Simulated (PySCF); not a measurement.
Structure from NMR data

The spectra below were simulated for a compound C₂H₈F₃NSi₂.

1H NMR (400 MHz, computed): δ 4.64 (s, 3H), 2.97 (m, 2H), 2.67 (s, 3H).

13C{1H} NMR (computed): δ 43.1 (CH3), 41.6 (CH2).

- shieldings: GIAO PBE0/pcSseg-1
- GFN2-xTB structure
- code: PySCF 2.14.0 with density-fitted response routines
- relativity neglected, a single conformation, in vacuum, one averaged value for each set of equivalent atoms

Chemical shifts δ = σref − σ; 1H and 13C against TMS, all at this level.

Question: Propose a structure and justify it.

Answer: 
- The formula gives 0 degrees of unsaturation.
- 2 carbon signals for 2 carbons: no two carbons are equivalent.
- Carbon types of the structure: 1 × CH2, 1 × CH3, leaving 3 H on heteroatoms.
- δC 43.1: methyl carbon bonded to N; pulled downfield by the heteroatom.
- δC 41.6: sp3 CH2 bonded to N and Si; the inductive effect lowers its shielding.
- δH 4.64: hydrogen on a silicon bonded to N.
- δH 2.97: hydrogen on an sp3 CH2 bonded to N and Si; its carbon carries N, an electronegative neighbour.
- δH 2.67: hydrogen on a methyl carbon bonded to N; its carbon carries N, an electronegative neighbour.

The compound is SMILES CN([SiH3])C[Si](F)(F)F.

This is the structure that produced the data.

Splittings by 19F in the carbon and heteronuclear signals aren't shown, as no couplings were computed. Shifts are as computed. Against solution values, carbons near 30 ppm lie about +3 ppm off and those near 130 ppm about +5 ppm. Of 1309 compounds with measured shifts, 239 miss one by over three times the rms of a fit or turn the order of signals round; such compounds aren't used in these exercises. No couplings were computed; multiplicities are counted from neighbouring protons, with m where these are inequivalent, close in shift, in a saturated or five-membered ring or joined by F or P, and br s for small geminal =CH2 splittings.
